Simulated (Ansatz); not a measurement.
FGaH4O2Si, SMILES `[OH][Ga]([F])[O][SiH3]`. Charge 0, multiplicity 1.

```xyz
9

O    -0.241   -2.421    1.596
Ga    0.258   -0.853    0.971
F     1.526    0.033    1.784
O    -0.485   -0.151   -0.449
Si   -0.351    1.209   -1.356
H     0.251   -2.682    2.379
H    -0.604    2.421   -0.532
H    -1.361    1.132   -2.441
H     1.007    1.312   -1.953
```

Task: What are the harmonic wavenumbers in cm⁻¹ at PBE0-D4/def2-TZVP (Ansatz, finite differences of forces, unscaled)? (An estimate is asked.)

Result: The calculation gave: 32, 58, 65, 168, 202, 205, 352, 518, 683, 726, 732, 745, 878, 955, 956, 986, 1042, 2219, 2220, 2239, 3893.

Task: Is this a minimum?

Result: Yes, all 21 modes are real.

Task: Give the ideal-gas thermochemistry at 298.15 K and 1 bar (rigid rotor, harmonic oscillator; point group Cs, symmetry number 1).

Result: Zero-point energy 118.9 kJ/mol; H(298) − E = 143.0 kJ/mol; entropy 391.2 J/(mol·K), of which translation 171.6, rotation 116.5, vibration 103.1; G(298) − E = 26.4 kJ/mol. Modes under 100 cm⁻¹ are hindered rotations or soft bends, so the harmonic entropy is rough.

Task: And at 400, 500, 600, 800 and 1000 K?

Result: 
| T (K) | H − E (kJ/mol) | S (J/mol/K) | G − E (kJ/mol) |
| --- | --- | --- | --- |
| 400 | 155.7 | 427.6 | -15.4 |
| 500 | 169.6 | 458.5 | -59.7 |
| 600 | 184.6 | 485.9 | -107.0 |
| 800 | 216.9 | 532.3 | -208.9 |
| 1000 | 251.5 | 570.9 | -319.4 |
